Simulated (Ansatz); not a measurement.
C3H9OSi (SMILES CCO[SiH]C), doublet, at a GFN2-xTB geometry.

Here is a job for Ansatz (a quantum-chemistry and plane-wave program).
Ansatz 0.2 input:
```yaml
crystal:
  periodic: [false, false, false]
  atoms:
    - {symbol: C, position_ang: [2.41378070, -1.13115148, -0.46578042]}
    - {symbol: C, position_ang: [1.14726911, -0.35368402, -0.78233997]}
    - {symbol: O, position_ang: [0.50680121, 0.00475492, 0.41959238]}
    - {symbol: Si, position_ang: [-0.86703288, 0.83762587, 0.64892059]}
    - {symbol: C, position_ang: [-2.40107071, -0.01794513, -0.08047721]}
    - {symbol: H, position_ang: [2.91815378, -1.41450380, -1.38608488]}
    - {symbol: H, position_ang: [2.16642389, -2.02754711, 0.09706671]}
    - {symbol: H, position_ang: [3.08205162, -0.51975112, 0.13506892]}
    - {symbol: H, position_ang: [1.38950688, 0.55388138, -1.34926984]}
    - {symbol: H, position_ang: [0.46825986, -0.96490865, -1.38983032]}
    - {symbol: H, position_ang: [-0.74435096, 2.20508153, 0.13574560]}
    - {symbol: H, position_ang: [-2.50886585, -1.03598343, 0.28527433]}
    - {symbol: H, position_ang: [-3.30883863, 0.52110194, 0.17034644]}
    - {symbol: H, position_ang: [-2.33816445, -0.06548864, -1.16835862]}
basis:
  gaussian:
    orbitals: 6-31G
magnetization: {spin_polarized: true, initial_magnetization: 1}
correlation: {method: ccsd, electrons: outside_noble_gas}
```

Task: Give the T1 diagnostic at the level CCSD/6-31G in Ansatz.

Result: 0.010

Task: What is the computed coupled-cluster correlation energy (without the perturbative part) (CCSD/6-31G)?

Result: -0.4853 Eh

Task: Predict the MP2 correlation energy from CCSD/6-31G.

Result: -0.4340 Eh

Task: Give the SCF-reference <S^2> at the level CCSD/6-31G.

Result: 0.752

Task: What number of basis functions does CCSD/6-31G give?

Result: 67

Task: Predict the total energy from CCSD/6-31G.

Result: -482.9757 Eh
